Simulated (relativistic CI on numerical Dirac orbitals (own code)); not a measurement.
## d7 in a ligand field

Computed with a parametric ligand-field model of a d^n configuration (Racah B and C, spin-orbit zeta, crystal field), exact diagonalisation.

Field parameters in Wybourne normalisation: Oh B⁴₀ = 21Dq, B⁴₄ = √(5/14) B⁴₀. The field is a parameter set, without covalency.

B = 500 cm⁻¹, C = 2120 cm⁻¹ (C/B = 4.24), Oh, no spin-orbit coupling. Tanabe-Sugano data, E/B above the lowest term (Δ = |10Dq|; b, c mark the second and third term of a kind):

| Δ/B | 4T1 | 4T2 | 4A2 | 4T1(b) | 2E | 2T1 | 2T2 | 2T1(b) |
| --- | --- | --- | --- | --- | --- | --- | --- | --- |
| 1.0 | 0.00 | 0.81 | 1.81 | 15.62 | 17.04 | 17.30 | 17.10 | 21.92 |
| 3.0 | 0.00 | 2.49 | 5.49 | 16.97 | 16.22 | 17.89 | 17.69 | 22.31 |
| 5.0 | 0.00 | 4.22 | 9.22 | 18.44 | 14.64 | 18.06 | 18.05 | 22.65 |
| 7.0 | 0.00 | 6.00 | 13.00 | 20.00 | 12.84 | 18.07 | 18.26 | 22.93 |
| 9.0 | 0.00 | 7.82 | 16.82 | 21.63 | 10.96 | 18.03 | 18.38 | 23.16 |
| 11.0 | 0.00 | 9.66 | 20.66 | 23.32 | 9.05 | 17.96 | 18.44 | 23.35 |
| 13.0 | 0.00 | 11.53 | 24.53 | 25.06 | 7.12 | 17.90 | 18.46 | 23.51 |
| 15.0 | 0.00 | 13.42 | 28.42 | 26.83 | 5.17 | 17.83 | 18.47 | 23.64 |
| 17.0 | 0.00 | 15.32 | 32.32 | 28.64 | 3.22 | 17.77 | 18.47 | 23.75 |
| 19.0 | 0.00 | 17.23 | 36.23 | 30.46 | 1.26 | 17.71 | 18.46 | 23.84 |
| 21.0 | 0.71 | 19.86 | 40.86 | 33.02 | 0.00 | 18.37 | 19.16 | 24.63 |
| 23.0 | 2.68 | 23.77 | 46.77 | 36.85 | 0.00 | 20.29 | 21.11 | 26.66 |
| 25.0 | 4.65 | 27.68 | 52.68 | 40.71 | 0.00 | 22.21 | 23.07 | 28.69 |
| 27.0 | 6.62 | 31.60 | 58.60 | 44.57 | 0.00 | 24.15 | 25.03 | 30.72 |
| 29.0 | 8.60 | 35.53 | 64.53 | 48.45 | 0.00 | 26.09 | 27.00 | 32.74 |
| 31.0 | 10.58 | 39.46 | 70.46 | 52.34 | 0.00 | 28.03 | 28.96 | 34.76 |
| 33.0 | 12.56 | 43.40 | 76.40 | 56.24 | 0.00 | 29.98 | 30.93 | 36.77 |
| 35.0 | 14.54 | 47.35 | 82.35 | 60.15 | 0.00 | 31.94 | 32.90 | 38.79 |
| 37.0 | 16.52 | 51.29 | 88.29 | 64.06 | 0.00 | 33.89 | 34.87 | 40.80 |
| 39.0 | 18.51 | 55.25 | 94.25 | 67.99 | 0.00 | 35.85 | 36.84 | 42.80 |
| 41.0 | 20.49 | 59.20 | 100.20 | 71.91 | 0.00 | 37.81 | 38.82 | 44.81 |
| 43.0 | 22.48 | 63.16 | 106.16 | 75.85 | 0.00 | 39.78 | 40.79 | 46.82 |
| 45.0 | 24.47 | 67.13 | 112.13 | 79.78 | 0.00 | 41.74 | 42.77 | 48.82 |
| 47.0 | 26.45 | 71.09 | 118.09 | 83.73 | 0.00 | 43.71 | 44.75 | 50.83 |

The ground term changes from 4T1 to 2E between Δ/B = 19.0 and 21.0.
